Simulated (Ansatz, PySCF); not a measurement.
Molecule: C$_{3}$H$_{8}$B, net charge 0, doublet state. It need not be the lowest isomer of its formula. 
Coordinates optimised at B3LYP-D3(BJ)/def2-TZVP (Ansatz, an electronic-structure program):
```
B
C 1 1.5388
H 2 1.0866 1 123.08
H 2 1.0866 3 113.85 1 -180.00
C 1 1.5734 2 120.05 3 178.05
H 5 1.0920 1 114.54 2 21.40
H 5 1.0934 6 108.96 1 -127.66
H 5 1.0995 6 106.56 7 -113.38
C 1 1.5734 2 120.05 3 -1.95
H 9 1.0920 1 114.54 2 21.40
H 9 1.0934 10 108.96 1 -127.66
H 9 1.0995 10 106.56 11 -113.38
```
Charge 0, spin multiplicity 2.

Property: atomisation energy (electronic, to ground-state atoms), in eV. Valence correlation only, unless marked. UHF or UKS for open shells. No spin-orbit coupling. No relativistic terms. The coupled-cluster limit lacks core correlation, which all-electron functionals hold. CBS(X,Y): correlation extrapolated as X^-3; Hartree-Fock from the larger set. [CCSD(T)-MP2]/basis is that difference in the basis named.

| level | program | atomisation energy (eV) |
|---|---|---|
| HF/def2-TZVPD | PySCF | 37.24 |
| revPBE-D3(BJ)/def2-TZVPD | Ansatz + dftd3 | 47.44 |

Q: Estimate the value at RI-MP2/CBS(cc-pVTZ,cc-pVQZ)+[CCSD(T)-MP2]/cc-pVTZ as computed with Ansatz.

A: 47.58 eV, so revPBE-D3(BJ)/def2-TZVPD differs from it by -0.14 eV.
